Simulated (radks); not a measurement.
Task: Er V, 64 electrons, occupied as [Kr] 4d9 4f11 5s2 5p6 (not the ground configuration). Calculated with a radial shooting solver on a logarithmic mesh with Libxc functionals: scalar-relativistic Kohn-Sham, r2SCAN, spin-polarised, spherical densities, finite nucleus; open shells are filled with parallel spins first (spin-orbit coupling, left out, can overturn this in heavy ions); meta-GGA in the generalised Kohn-Sham scheme; Fermi nuclear charge, rms radius 5.2516 fm. Some entries of the table are withheld. Estimate them.

orbital,occ.,eigenvalue (eV),<r> (bohr)
1s up,1,-57506.00,0.02037
1s down,1,-57505.99,0.02037
2s up,1,-9735.938,0.08644
2s down,1,-9734.997,0.08644
2p up,3,-8615.268,0.07672
2p down,3,-8614.528,0.07672
3s up,1,-2236.922,0.2250
3s down,1,-2234.868,0.2249
3p up,3,-1894.339,0.2243
3p down,3,-1892.195,0.2242
3d up,5,-1465.364,0.2038
3d down,5,-1463.284,0.2036
4s up,1,-494.2911,0.5068
4s down,1,-488.4535,0.5070
4p up,3,-380.6407,0.5365
4p down,3,-374.8952,0.5370
4d up,5,-227.6611,(1)
4d down,4,-222.0509,(2)
5s up,1,-102.1019,1.197
5s down,1,-100.2332,1.211
5p up,3,-73.2603,1.367
5p down,3,-72.0301,1.383
4f up,7,(3),(4)
4f down,4,(5),(6)

Result: 
(1) 4d up <r> (bohr): 0.5780
(2) 4d down <r> (bohr): 0.5796
(3) 4f up eigenvalue (eV): -59.4199
(4) 4f up <r> (bohr): 0.7127
(5) 4f down eigenvalue (eV): -54.6194
(6) 4f down <r> (bohr): 0.7312
